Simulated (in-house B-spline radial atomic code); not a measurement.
Computed with a B-spline radial atomic code. Model: two electrons, singlet ground state, non-relativistic, full CI in B-splines with partial waves to l = 8 (at full coupling up to 3e-4 hartree above the limit, correlation up to 0.6 % small), density held at that of full coupling by Lieb maximisation.

W(λ) is the mean repulsion in the state of coupling λ less the Hartree energy of the fixed density. Its start is exact exchange, its initial slope is twice the second-order Görling-Levy correlation energy, and its area from 0 to 1 is E_xc. A straight curve means weak, dynamic correlation, and a curve that drops fast and flattens means strong correlation.

Command:
```bash
python run_ac.py task.json out
```
Settings (lengths in bohr, energies in hartree):
```
potential              coulomb
strength               1
lmax                   8
wall_radius            2.8
```

Cost of the run: 1.6 s on 1 thread of Intel(R) Xeon(R) Processor @ 2.30GHz, on a shared host.

**W = mean repulsion less Hartree energy, and W of three functionals.**

Given: confinement point charge; nuclear charge 1; hard wall radius 2.8 bohr; external potential -Z/r.

Computed: LDA exchange minus exact 107.91 millihartree; SCAN exchange minus exact 1.7859 millihartree.

```
coupling  W xc (hartree)  W xc minus exchange (millihartree)  kinetic minus Kohn-Sham (millihartree)  LDA (PW92) W minus its exchange (millihartree)  PBE W minus its exchange (millihartree)  SCAN W minus its exchange (millihartree)
       0        -0.74568                                   0                                       0                                               0                                        0                                         0
    0.02               ?                                   ?                                       ?                                               ?                                        ?                                         ?
    0.05               ?                                   ?                                       ?                                               ?                                        ?                                         ?
    0.12        -0.75677                             -11.098                                    0.66                                          -42.98                                   -15.03                                    -10.84
    0.25        -0.76788                             -22.199                                     2.7                                          -70.54                                   -29.93                                     -21.5
     0.4        -0.77962                             -33.945                                    6.51                                          -94.87                                   -45.36                                    -32.74
     0.6        -0.79373                             -48.053                                   13.53                                         -120.66                                   -63.52                                    -46.29
     0.8        -0.80631                             -60.633                                   22.31                                         -141.72                                   -79.45                                    -58.48
       1        -0.81759                              -71.91                                   32.44                                         -159.59                                   -93.59                                    -69.52
     1.4        -0.83695                             -91.269                                   55.55                                         -188.81                                  -117.72                                    -88.81
       2        -0.85996                             -114.28                                   94.36                                         -222.17                                  -146.47                                   -112.37
       3        -0.88779                             -142.11                                  163.07                                         -261.82                                  -181.88                                   -141.89
     4.5        -0.91546                             -169.78                                  265.28                                         -301.71                                  -218.46                                   -172.18
       7         -0.9434                             -197.72                                  422.74                                         -343.67                                  -257.66                                   -203.12
      10        -0.96342                             -217.74                                  590.51                                         -375.44                                   -287.7                                   -224.66
```

What belongs in the row 0.02?

W xc (hartree): -0.74759; W xc minus exchange (millihartree): -1.91; kinetic minus Kohn-Sham (millihartree): 0.02; LDA (PW92) W minus its exchange (millihartree): -11.27; PBE W minus its exchange (millihartree): -2.56; SCAN W minus its exchange (millihartree): -1.9.

What belongs in the row 0.05?

W xc (hartree): -0.75041; W xc minus exchange (millihartree): -4.729; kinetic minus Kohn-Sham (millihartree): 0.12; LDA (PW92) W minus its exchange (millihartree): -22.79; PBE W minus its exchange (millihartree): -6.39; SCAN W minus its exchange (millihartree): -4.66.

What is the PBE exchange minus exact?

30.496 millihartree.

**Energy parts, natural occupations and partial-wave weights.**

Computed: exchange energy -0.74568 hartree; correlation energy -0.039467 hartree; kinetic part of the DFT correlation energy 0.032443 hartree; initial slope twice GL2 -0.096117 hartree; kinetic part over minus potential part 0.45117; Hartree energy 1.4914 hartree; Kohn-Sham kinetic 1.4673 hartree.

```json
{"natural": "s", "occupation of the shell (electrons)": "1.974"}
{"natural": "p", "occupation of the shell (electrons)": "0.021895"}
{"natural": "s", "occupation of the shell (electrons)": "?"}
{"natural": "d", "occupation of the shell (electrons)": "0.00074693"}
{"natural": "p", "occupation of the shell (electrons)": "0.00022644"}
{"natural": "f", "occupation of the shell (electrons)": "8.9722e-05"}
```

What belongs in the row s?

occupation of the shell (electrons): 0.0028936.

| wave | weight |
| --- | --- |
| s | 0.98847 |
| p | 0.011067 |
| d | 0.00039406 |
| f | ? |
| g | 1.1209e-05 |

What belongs in the row f?

weight: 4.9592e-05.

What is the Lieb Oxford ratio E_xc over LDA exchange?

1.2311.

What is the total energy?

-0.0518 hartree.

Half-way to full coupling W has made 57 % of its drop, against 50 % for a straight line, and second-order (GL2) theory, half the initial slope, overshoots the correlation energy by about 22 %: a moderate bend, as in light atoms. Over couplings 0 to 1 the errors in E_xc come to about +47 millihartree for LDA, +18 millihartree for PBE, +3.1 millihartree for SCAN, so SCAN is nearest. In LDA and PBE the errors of exchange and correlation have opposite signs, so the sum is smaller than the larger of the two.
